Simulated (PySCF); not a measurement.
Species: cis-Sn(NH3)2F4.
Bonds: Sn1–N2, Sn1–F6, Sn1–N7, Sn1–F11, Sn1–F12, Sn1–F13. Hydrogens: H3, H4, H5 on N2; H8, H9, H10 on N7.

Method used: PBE0-D3(BJ)/def2-SVP geometry optimisation, gas phase, def2 core potentials past Kr in PySCF.

Question: What internal coordinates does the optimisation give?

Answer: 
```json
{"bond": "Sn1–N2, Sn1–N7", "length (pm)": "229.0"}
{"bond": "Sn1–F6, Sn1–F11", "length (pm)": "194.3"}
{"bond": "Sn1–F12, Sn1–F13", "length (pm)": "195.7"}
{"bond": "N2–H3 and 5 like bonds", "length (pm)": "102.0"}
```

Bonds in one row agree within 1 pm and their mean is given. A selection of angles:
```json
{"angle": "N2–Sn1–F6", "degrees": "178.3"}
{"angle": "N2–Sn1–N7", "degrees": "97.5"}
{"angle": "N2–Sn1–F11", "degrees": "80.9"}
{"angle": "N2–Sn1–F12", "degrees": "80.8"}
{"angle": "F6–Sn1–F11", "degrees": "100.8"}
{"angle": "F6–Sn1–F12", "degrees": "99.1"}
{"angle": "N7–Sn1–F12", "degrees": "80.4"}
{"angle": "F12–Sn1–F13", "degrees": "151.6"}
{"angle": "Sn1–N2–H3", "degrees": "98.3"}
{"angle": "Sn1–N2–H4", "degrees": "114.7"}
{"angle": "Sn1–N2–H5", "degrees": "113.2"}
{"angle": "H3–N2–H4", "degrees": "109.0"}
{"angle": "H4–N2–H5", "degrees": "111.8"}
{"angle": "Sn1–N7–H10", "degrees": "112.5"}
```

Sn1 (tin bonded to 4 F and 2 N) has the three widest angles are 178.3°, 178.3° and 151.6°, the others run from 80.4° to 100.8°. N2 (nitrogen bonded to Sn and 3 H) is distorted tetrahedral (angles from 98.3° to 114.7°).

Point group: near C2v, missed by 0.13 Å at most; the miss may be what the optimiser left on a soft mode (C2 holds within 0.08 Å). No frequency check.

On Arm Neoverse V2, one thread, no GPU, shared host, this took 2.0 min of wall time and 0.59 GiB of memory at its peak. This is the geometry optimisation.
